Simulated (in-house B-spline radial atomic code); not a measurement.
Configurations of Ar2+, with energies counted from [Ne] 3s2 3p4. Level of theory: scalar-relativistic (X2C) CAM-B3LYP, spin-polarised, spherical fractional occupations, exact exchange averaged over the configuration, Fermi nucleus of rms radius 3.4274 fm; calculated with a B-spline radial code for spherical atoms. Shells without spins written out take the highest spin.

Occupations are held fixed; configurations that lie above the ionisation limit could autoionise.

| configuration | E - E(ref) (eV) | highest orbital | its <r> (bohr) |
| --- | --- | --- | --- |
| [Ne] 3s2 3p3 3d1 | 17.868 | 3d up | 1.858 |
| [Ne] 3s1 3p4 4s1 | 36.969 | 4s up | 3.306 |
| [Ne] 3s1 3p4 4p1 | 40.682 | 4p up | 3.777 |
| [Ne] 3s1 3p4 4d1 | 45.649 | 4d up | 4.916 |

Q: Order these further configurations by energy, lowest first.
A. [Ne] 3s1 3p4 4f1
B. [Ne] 3s2 3p3 4d1
C. [Ne] 3s1 3p5
D. [Ne] 3s2 3p3 4f1

A: C (15.58 eV), B (30.235 eV), D (32.83 eV), A (48.3 eV).
